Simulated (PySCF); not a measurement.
Bi⁺: excitation energy

Bi⁺ [Xe] 4f14 5d10 6s2 6p2 (3P) → Bi⁺ [Xe] 4f14 5d10 6s2 6p1 6d1 (high-spin determinant), as a difference of total energies. Computed with PySCF 2.14 in aug-cc-pwCVTZ-PP with ECP60MDF, with a scalar-relativistic core potential. Correlated levels: valence: 5s2 5p6 5d10 frozen; valence and next inner shell: nothing frozen outside the core potential. The calculations carry no spin-orbit coupling.

```csv
method,excitation energy (eV)
UHF,9.103
LDA,8.719
PBE,8.507
PBE0,8.773
r2SCAN,8.932
PBEsol,8.608
wB97X-V,9.096
B97-3,8.691
M06-2X,8.987
MP2 (valence),9.039
SCS-MP2 (valence),9.044
MP2 (valence and next inner shell),9.128
SCS-MP2 (valence and next inner shell),9.083
```

How much does correlation contribute at MP2 (valence and next inner shell)?

9.128 − (9.103) = 0.025 eV, measured against UHF.

Spin-orbit coupling is strong in these open shells (close to jj coupling). The scalar numbers leave it out and a first-order estimate fails, so it can dominate the gap to the real levels.

The promoted electron is Rydberg-like, and one or two diffuse shells describe it only roughly, which tends to raise the upper state.

The determinant of the upper state mixes LS terms, which raises its energy above the lowest term, most at the Hartree-Fock and MP2 levels.
